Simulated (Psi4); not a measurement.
Relaxed torsion scan: CH6GeO2Si, SMILES O=C(O)[SiH2][GeH3]. Scanned: dihedral O1–C2–Si4–Ge5; all other coordinates were relaxed at GFN2-xTB. Points at φ and −φ are mirror images.

Geometry of the scan point at 120° (Å):
```
11

O     -2.7670    -0.2904     0.3811
C     -1.6054    -0.1745     0.0931
O     -1.1568    -0.3370    -1.1626
Si    -0.1041     0.1104     1.2416
Ge     1.2077    -1.7700     0.7986
H     -1.8824    -0.5311    -1.7809
H     -0.5859     0.2376     2.6158
H      0.5287     1.3541     0.7977
H      0.4660    -3.0728     0.8340
H      2.3487    -1.9818     1.7494
H      1.8582    -1.7691    -0.5501
```

Level of theory: DF-MP2 (frozen core)/cc-pVTZ // GFN2-xTB (Psi4 1.11).

Scanned values (°): -165, -150, -135, -120, -105, -90, -75, -60, -45, -30, -15, 0, 15, 30, 45, 60, 75, 90, 105, 120, 135, 150, 165, 180.

Q: At which scan points does the profile have its minima and maxima, and how high do they lie?

A: Lower than their neighbours: -90° (0.000 eV), 90° (0.000 eV). Higher than their neighbours: 0° (0.035 eV), 180° (0.084 eV). The whole profile spans 0.084 eV.
